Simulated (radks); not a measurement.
Question: The mean radii <r> (bohr) of the occupied orbitals of an atom or ion are listed with their occupations. All-electron calculation, scalar-relativistic Kohn-Sham, r2SCAN, spin-polarised, spherical densities, finite nucleus; meta-GGA in the generalised Kohn-Sham scheme; Fermi nuclear charge, rms radius of each element as measured or else 0.836 A^(1/3) + 0.57 fm. Program: a radial shooting solver on a logarithmic mesh with Libxc functionals.

| orbital | occ. | <r> |
|---|---|---|
| 1s down | 1 | 0.02232 |
| 1s up | 1 | 0.02232 |
| 2s up | 1 | 0.09510 |
| 2s down | 1 | 0.09509 |
| 2p up | 3 | 0.08391 |
| 2p down | 3 | 0.08391 |
| 3s up | 1 | 0.2493 |
| 3s down | 1 | 0.2491 |
| 3p up | 3 | 0.2479 |
| 3p down | 3 | 0.2477 |
| 3d up | 5 | 0.2262 |
| 3d down | 5 | 0.2259 |
| 4s up | 1 | 0.5645 |
| 4s down | 1 | 0.5646 |
| 4p up | 3 | 0.5965 |
| 4p down | 3 | 0.5967 |
| 4d up | 5 | 0.6475 |
| 4d down | 5 | 0.6485 |
| 5s up | 1 | 1.336 |
| 5s down | 1 | 1.352 |
| 5p up | 3 | 1.544 |
| 5p down | 3 | 1.561 |
| 4f up | 5 | 0.8313 |
| 6s up | 1 | 3.752 |
| 5d up | 2 | 2.458 |
| 6s down | 1 | 4.220 |

Name the element and its charge. Open shells, if any, are filled with parallel spins first.

Answer: Z = 63, europium, charge 0: Eu in [Xe] 4f5 5d2 6s2. The 1s radius gives Z: for a bare nucleus <r> = (2 gamma + 1)/(2Z) with gamma = sqrt(1 - (Z/c)^2), 0.02203 bohr for Z = 63, and screening makes it slightly larger (0.02232 here). The occupations add up to 63, and the charge is Z minus that.
